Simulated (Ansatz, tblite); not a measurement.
Forces on Cd₄O₄⁻ at its PBE-D4/def2-SVPD geometry. Total charge -1; doublet.

In the def2 sets Cd takes a core potential; there is no spin–orbit coupling. The xTB rows come from tblite. The structure holds 2 bonds between oxygen atoms, so isomers without such links may lie far lower. Another isomer (doublet) lies 0.97 eV lower at PBE0-D4/def2-TZVPD; other spin states weren't run for this one.

GFN1-xTB (tblite), largest force 2.03 eV/Å:

```xyz
8
positions Å, forces eV/Å
Cd    0.264   -2.778    0.899   -0.650   -1.014   -0.711
Cd    0.122    0.595    0.361   -0.026   -0.095   -0.239
Cd    2.486    0.014    3.142    0.883    0.538    0.950
Cd   -1.532   -1.718   -1.719   -0.029   -0.624    0.394
O    -1.069    2.179   -0.455   -0.013   -0.259   -1.472
O    -0.996    1.823   -1.832    0.715   -0.679    1.771
O     1.010   -0.756    1.566   -0.536    0.737   -0.606
O    -0.285    0.641   -1.961   -0.343    1.397   -0.088
```

GFN2-xTB (tblite), largest force 1.06 eV/Å:

```
Cd -0.459 -0.182 -0.572
Cd -0.305 -0.034 -0.901
Cd 0.183 0.250 0.155
Cd 0.214 0.026 0.445
O -0.071 0.034 0.227
O -0.243 0.379 0.577
O -0.047 0.294 0.043
O 0.728 -0.768 0.028
```

PBE-D4/def2-TZVPD (Ansatz), largest force 0.13 eV/Å:

```
Cd -0.001 -0.002 0.000
Cd 0.019 -0.038 0.067
Cd 0.013 0.011 0.012
Cd -0.015 -0.034 0.001
O 0.022 -0.014 0.085
O -0.014 0.037 -0.038
O -0.062 0.071 -0.083
O 0.039 -0.031 -0.045
```
